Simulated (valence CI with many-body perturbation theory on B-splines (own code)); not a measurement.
# Which ion has this spectrum?

A relativistic CI+MBPT calculation for an atom or ion with 14 electrons gives these levels (eV):

```tsv
J	Parity	E	g
0	even	0.000	
1	even	6.068	1.50
2	even	8.898	1.32
2	even	17.679	1.17
0	even	25.683	
2	odd	50.254	1.96
1	odd	62.781	0.66
2	odd	63.325	1.25
3	odd	65.721	1.33
0	odd	72.825	
1	odd	73.599	1.37
2	odd	73.725	1.28
2	odd	80.349	1.15
1	odd	86.535	1.63
```

The energies are calculated, with errors of perhaps 300 cm⁻¹, more in some levels.

(1) Which is it?
A. Rb23+
B. As19+
C. Se20+
D. Ge18+

Answers

(1) C. Se20+, ground level 3s2 3p2 3P_0.
